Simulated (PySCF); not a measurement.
**A thermochemical cycle for SnP**

r²SCAN in PySCF with def2-SVPD on every atom (core potentials on Sn), for the lowest determinant that a PBE0 search found; no spin–orbit coupling. SnP, a doublet (π ↑), has De = 2.83 eV to neutral atoms, and SnP⁺, a triplet (π ↑↑), has De = 2.29 eV to Sn⁺ + P.

At the same level the Sn atom ionises at 7.41 eV.

Problem. What is the adiabatic ionisation energy of the molecule, and does ionisation strengthen or weaken the bond?

Solution. IE = IE(Sn) + De(neutral) − De(ion) = 7.41 + 2.83 − 2.29 = 7.95 eV. De changes by -0.54 eV, so ionisation weakens the bond.

These are scalar-relativistic numbers at best; spin–orbit coupling would shift them, the dissociation energy most. For an ion De counts to the pair picked by the measured ionisation energies or electron affinities, which need not be the lowest pair at this level. States were picked by a PBE0 search and need not be the measured ground states.
